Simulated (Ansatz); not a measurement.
Input for Ansatz (an electronic-structure program):
Ansatz 0.2 input:
```yaml
crystal:
  periodic: [false, false, false]
  atoms:
    - {symbol: Si, position_ang: [0.00000000, -0.00000000, 0.00000000]}
    - {symbol: F, position_ang: [0.88552320, 0.90402113, 0.92229500]}
    - {symbol: F, position_ang: [-0.91389002, -0.91243756, 0.88560507]}
    - {symbol: F, position_ang: [-0.89400971, 0.90408216, -0.91401078]}
    - {symbol: F, position_ang: [0.92237653, -0.89566573, -0.89388928]}
basis:
  gaussian:
    orbitals: pcseg-1.json
magnetization: {spin_polarized: false}
correlation: {method: ccsd_t}
```
The basis file holds pcseg-1 in the JSON format of the Basis Set Exchange.

Task: Estimate the coupled-cluster correlation energy (without the perturbative part) that CCSD(T)/pcseg-1 in Ansatz returns for this input.

Result: -0.8220 Eh

Task: Estimate the total energy that CCSD(T)/pcseg-1 returns for this input.

Result: -687.6356 Eh

Task: Give the number of basis functions at the level CCSD(T)/pcseg-1.

Result: 74

Task: What MP2 correlation energy does CCSD(T)/pcseg-1 give?

Result: -0.8231 Eh

Task: Estimate the T1 diagnostic that CCSD(T)/pcseg-1 returns for this input.

Result: 0.011
